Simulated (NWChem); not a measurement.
Species: CH5BO2; SMILES COBO

```xyz
9

B     -0.6464     0.7110    -0.0002
H     -1.7209     1.2705    -0.0001
O      0.5292     1.3974    -0.0001
H      0.3963     2.3485     0.0001
O     -0.6536    -0.6376    -0.0005
C      0.5211    -1.4106    -0.0005
H      0.5316    -2.0570     0.8913
H      0.5303    -2.0586    -0.8911
H      1.4289    -0.7886    -0.0017
```
Atoms are numbered in this order, from 1.

Computed with NWChem. Pople sets run with spherical d functions. Structure relaxed at the PBE0/def2-SVP level. GIAO values for the isolated, static molecule; σ is the absolute isotropic shielding, δ = σ(reference) − σ with the isolated reference molecule computed at the same levels (11B: boron trifluoride, 13C: tetramethylsilane, 1H: tetramethylsilane, 17O: water).

| level | δ B1 (ppm) | δ H2 (ppm) | δ O3 (ppm) | δ H4 (ppm) | δ O5 (ppm) | δ C6 (ppm) | δ H7 (rotor mean) (ppm) |
|---|---|---|---|---|---|---|---|
| PBE0/pcSseg-1 | 12.9 | 4.24 | ___ | ___ | ___ | 49.5 | ___ |
| LDA (Slater exchange, VWN5)/pcSseg-1 | 13.0 | 4.47 | 158.3 | 4.34 | 132.3 | 50.7 | 3.95 |
| Hartree-Fock/6-31G* | 15.9 | 4.39 | 86.7 | 3.56 | 49.0 | 44.3 | 3.65 |
| KT2/pcSseg-1 | 11.4 | 4.28 | 138.0 | 3.86 | 112.4 | 49.7 | 3.84 |

Problem. Some entries are withheld; supply them.

Solution. 
- PBE0/pcSseg-1, δ O3 (ppm): 135.3
- PBE0/pcSseg-1, δ H4 (ppm): 4.00
- PBE0/pcSseg-1, δ O5 (ppm): 108.3
- PBE0/pcSseg-1, δ H7 (rotor mean) (ppm): 3.79
